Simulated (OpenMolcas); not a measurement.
# Fe3+: moving the ligands

Fe3+ with 6 ligands (chloride) in trigonal antiprismatic coordination (D3d) at 2.41 Å, a polar angle of 50.4° against the regular 54.74°. A charge of +0.5 e stands 2.4 Å behind each ligand. Ligand basis ANO-RCC-VDZP.

```json
{
 "Program": "OpenMolcas",
 "Method": "CASSCF",
 "Basis": "ANO-RCC-VTZP [6s5p3d2f1g]",
 "Scalar Hamiltonian": "DKH2, point nucleus",
 "Active space": "5 electrons in 5 orbitals (3d)",
 "State averaging": "2S+1 = 6 even, 1 root; 2S+1 = 4 even, 24 roots; 2S+1 = 2 even, 75 roots",
 "Spin-orbit coupling": "state interaction with AMFI integrals over the reference wave functions"
}
```

Runs around this geometry, states (labels of D3, the rotations of D3d). Energies in cm-1 above the lowest state or level, χT in cm3 K/mol.

```tsv
R (Å)	Polar angle / regular	Ground state	First gap with spin-orbit (degeneracies)	χT at 300 K	First state of another spin
2.41	0.865	6A1	0.1 (4, 2)	4.385	4E 28185
2.3	0.92	6A1	25514 (6, 2)	4.385	4E 25608
2.41	0.92	6A1	0.1 (4, 2)	4.385	4E 28326
2.48	0.92	6A1	0.1 (4, 2)	4.386	4E 29632
```

Without dynamic correlation the repulsion within the d shell is too large (B by tens of per cent), so at a given field states of lower spin stand too high. Ligand-to-metal charge-transfer states are missing. With no ligand orbital active B as a rule stays too high, so bands that hang on it stand too high and its fall with covalency is understated. With metal d orbitals alone and no dynamic correlation the field as a rule comes out too small, by tens of per cent, by up to half for chloride and softer ligands. No measured value stands beside these numbers; the geometry is a model, was not optimised and need not be the one that this ion takes.
